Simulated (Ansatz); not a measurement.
`C[Se][Si](F)(F)F` + CH₃SH → `CS[Si](F)(F)F` + `C[SeH]` at 500 K and 1 bar (ligand exchange at the Si–Se bond).

Gas-phase electronic energies from Ansatz, PBE0-D4/def2-TZVP geometries. CCSD(T)/CBS adds triple-zeta CCSD(T) − MP2 to the extrapolated MP2 energy (def2 sets, frozen cores). This one scheme is used for every species. For Se outer-core shells are correlated without core-valence functions, which leaves a few kJ/mol of doubt a bond. Scalar relativity is left out up to krypton. Each species was taken in one conformer, which may not be the lowest.

```csv
species,CCSD(T)/CBS energy (Eh),H − E (kJ/mol),S (J/(mol·K))
`C[Se][Si](F)(F)F`,-3029.26210,176.0,452.8
CH₃SH,-438.22835,145.1,283.7
`CS[Si](F)(F)F`,-1026.33397,177.4,435.0
`C[SeH]`,-2441.15625,142.1,299.3
```

H − E and S are ideal-gas, rigid-rotor, harmonic terms from PBE0-D4/def2-TZVP, for one conformer and one mirror image of each species. 1 Eh = 2625.50 kJ/mol, R = 8.31446 J/(mol·K).

Task: By hand: ΔE, ΔH, ΔS and ΔG.

Result: ΔE = (-1026.33397) + (-2441.15625) − (-3029.26210) − (-438.22835) = 0.00023 Eh = 0.6 kJ/mol. Δ(H − E) = 177.4 + 142.1 − 176.0 − 145.1 = -1.6, so ΔH = -1.0 kJ/mol. ΔS = 435.0 + 299.3 − 452.8 − 283.7 = -2.2 J/(mol·K). ΔG = -1.0 − 500 × (-2.2)/1000 = 0.1 kJ/mol.

Task: By hand: the equilibrium constant, and the temperature at which ΔG would vanish if ΔH and ΔS stayed fixed.

Result: log₁₀ K = −ΔG/(RT ln 10) = 0.0. ΔG = 0 at ΔH/ΔS = 455 K, though so small a ΔH makes that figure unsure.

TΔS isn't small against ΔH here. The sign of ΔG lies within the doubt. A doubt of 5 kJ/mol in ΔE shifts log₁₀ K by 0.5 here. Other conformers and mirror images would add mixing entropy, several J/(mol·K) or more a flexible species. Modes under 60 cm⁻¹, often nearly free rotors, make the harmonic entropy too high. These are equilibria of isolated gas molecules and say nothing of rates. Largest T1 diagnostic: 0.011 (customary marks: 0.02 for closed shells, 0.045 for open ones).
